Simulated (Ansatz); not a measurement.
Cost and result for the atomization energy of C₄H₇Ga (`C=C=[C](C)[GaH2]`) (12 atoms, 11 bonds).

```xyz
12

C     0.840   -1.051   -1.905
C     0.333   -0.512   -0.832
C    -0.148    0.062    0.235
C    -1.229   -0.552    1.086
Ga    0.667    1.799    0.630
H     1.703   -1.706   -1.850
H     0.411   -0.864   -2.884
H    -2.102    0.103    1.138
H    -1.549   -1.520    0.696
H    -0.882   -0.694    2.113
H     1.783    2.342   -0.323
H     0.171    2.593    1.894
```

Charge 0, multiplicity 1. Correlated methods include outer-core shells of Ga, which these sets cover unevenly. Scalar relativity is left out up to krypton. Geometry: relaxed with PBE0-D4/def2-TZVP. Program: Ansatz. All runs use 4 threads of an Arm Neoverse V2 on a shared host. Times are those of one run each, without the atoms' runs, and a repeat can differ threefold. Electronic energies, without spin–orbit coupling; frozen cores. CCSD(T)/CBS adds CCSD(T) − MP2 in def2-TZVPP to the MP2 limit, and its time is that of the two runs behind it. T1 = 0.013. With those shells the extrapolation isn't a true limit. HSE06 is the plane-wave form, built on full-range PBE exchange.

CCSD(T)/CBS is a level of theory with its own doubt, some kJ/mol a heavy atom from the limit and from the frozen cores, so smaller differences don't rank the functionals.

```tsv
level	functions	wall time
LDA (SPW92)/def2-TZVPP	270	1.6 s
revPBE-D4/def2-TZVPP	270	2.7 s
BHLYP-D4/def2-TZVPP	270	4.3 s
HSE06-D4/def2-TZVPP	270	4.4 s
CAM-B3LYP-D4/def2-TZVPP	270	4.8 s
B2PLYP/def2-TZVPP	270	8 s
ωB97X-V/def2-TZVPP	270	10 s
CCSD(T)/def2-SVP	123	12 s
B97M-V/def2-TZVPP	270	13 s
ωB97M-V/def2-TZVPP (with forces)	270	15 s
MP2/def2-QZVPP	527	34 s
CCSD(T)/def2-TZVPP	270	4.9 min
CCSD(T)/CBS(def2)	–	5.4 min
```

Question: What atomization energy does each give, and how far from CCSD(T)/CBS? (Best estimate.)

Answer: Ansatz gave: 
```json
{"level": "LDA (SPW92)/def2-TZVPP", "atomization (kcal/mol)": "1244.5", "difference from CCSD(T)/CBS": "156.6", "per bond": "14.2"}
{"level": "revPBE-D4/def2-TZVPP", "atomization (kcal/mol)": "1089.6", "difference from CCSD(T)/CBS": "1.7", "per bond": "0.2"}
{"level": "BHLYP-D4/def2-TZVPP", "atomization (kcal/mol)": "1061.2", "difference from CCSD(T)/CBS": "-26.7", "per bond": "-2.4"}
{"level": "HSE06-D4/def2-TZVPP", "atomization (kcal/mol)": "1098.7", "difference from CCSD(T)/CBS": "10.8", "per bond": "1.0"}
{"level": "CAM-B3LYP-D4/def2-TZVPP", "atomization (kcal/mol)": "1092.9", "difference from CCSD(T)/CBS": "5.0", "per bond": "0.5"}
{"level": "B2PLYP/def2-TZVPP", "atomization (kcal/mol)": "1079.5", "difference from CCSD(T)/CBS": "-8.4", "per bond": "-0.8"}
{"level": "ωB97X-V/def2-TZVPP", "atomization (kcal/mol)": "1089.4", "difference from CCSD(T)/CBS": "1.5", "per bond": "0.1"}
{"level": "CCSD(T)/def2-SVP", "atomization (kcal/mol)": "1045.5", "difference from CCSD(T)/CBS": "-42.4", "per bond": "-3.9"}
{"level": "B97M-V/def2-TZVPP", "atomization (kcal/mol)": "1096.3", "difference from CCSD(T)/CBS": "8.4", "per bond": "0.8"}
{"level": "ωB97M-V/def2-TZVPP (with forces)", "atomization (kcal/mol)": "1089.9", "difference from CCSD(T)/CBS": "2.0", "per bond": "0.2"}
{"level": "MP2/def2-QZVPP", "atomization (kcal/mol)": "1094.5", "difference from CCSD(T)/CBS": "6.6", "per bond": "0.6"}
{"level": "CCSD(T)/def2-TZVPP", "atomization (kcal/mol)": "1066.0", "difference from CCSD(T)/CBS": "-21.9", "per bond": "-2.0"}
{"level": "CCSD(T)/CBS(def2)", "atomization (kcal/mol)": "1087.9", "difference from CCSD(T)/CBS": "0.0", "per bond": "0.0"}
```

In def2-TZVPP, CCSD(T) changes the Hartree–Fock value by +258.2 kcal/mol (the triples alone add +16.8 kcal/mol) and MP2 by +273.9 kcal/mol; breaking electron pairs costs correlation energy, which Hartree–Fock lacks. At CCSD(T), def2-SVP lies −42.4 kcal/mol from the extrapolated value and def2-TZVPP −21.9 kcal/mol: correlation converges slowly with the basis, and small sets miss more of it in the bonded molecule than in its fragments. From PBE to PBE0 (25 % exact exchange), in def2-TZVPP and without D4, the atomization energy moves by −16.3 kcal/mol: exact exchange takes away binding that semilocal exchange gives to molecules.
